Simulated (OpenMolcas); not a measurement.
**Cr4+, Mo4+, W4+: d2 down the group**

* Program: OpenMolcas
* Method: SS-CASPT2, IPEA 0.25 Eh, imaginary shift 0.1 Eh
* Basis: ANO-RCC-VTZP
* Scalar Hamiltonian: DKH2, point nucleus
* Spin-orbit coupling: state interaction with AMFI integrals over the reference wave functions, term energies averaged over their components

Active space for each ion: 2 electrons in 5 orbitals (d); closed shells correlated by CASPT2: Cr4+ 3s 3p; Mo4+ 4s 4p; W4+ 5s 5p.

Computed levels in cm-1 above 3F2:

```
                               Level   Cr4+   Mo4+    W4+
                                 3F3    509   1529   6460
                                 3F4   1157   3260  11870
                                 1D2  12980  10060  14120
                                 3P0  16080  11770  13580
                                 3P1  16260  12400  17270
                                 3P2  16650  13810  23540
                                 1G4  22430  16920  23440
                                 1S0  52210  38080  44580
weight of 3F in the lowest level (%)    100     98     89
```

Mixed levels, with the weight of the term that names them: W4+ 1D2 (59 %), W4+ 3P2 (68 %).

Measured, with the error of the calculation in %. Measured levels: Cr4+ from Sugar and Corliss, J. Phys. Chem. Ref. Data 6, 317 (1977); Mo4+ from Sugar and Musgrove, J. Phys. Chem. Ref. Data 17, 155 (1988); W4+ from the list in J. Phys. B 45, 065001 (2012).

```csv
Level,Cr4+,Mo4+,W4+
3F3,508 (+0.2),1578 (-3.1),
3F4,1142 (+1.3),3357 (-2.9),11519 (+3.0)
1D2,13188 (-1.6),10190 (-1.3),13742 (+2.7)
3P0,15492 (+3.8),11161 (+5.4),12839 (+5.8)
3P1,15677 (+3.7),11807 (+5.0),16331 (+5.8)
3P2,16041 (+3.8),13408 (+3.0),22615 (+4.1)
1G4,22019 (+1.8),16354 (+3.4),22346 (+4.9)
1S0,51146 (+2.1),37738 (+0.9),43110 (+3.4)
```

The fine-structure level 3F4 changes by a factor of 10.3 from Cr4+ to W4+.

Without spin-orbit coupling 1D lies 12350, 8410, 7470 cm-1 above 3F in that order; the difference to the level 1D2, of either sign, comes from spin-orbit coupling, which also lowers the zero.

Term energies are means over components that CASPT2 splits; among the terms shown or strongly mixed into the levels shown the widest spread is 860 cm-1 (3d2 1G, Cr4+). Terms from blocks run as CI alone lack orbitals of their own. Measured partners are found by configuration, term and J. A level has none where our copy of the source lacks it or the pairing is in doubt (some pairs that miss far off the trend of their configuration count as doubtful), and it then counts in no deviation. Levels of configurations outside the active space are missing.
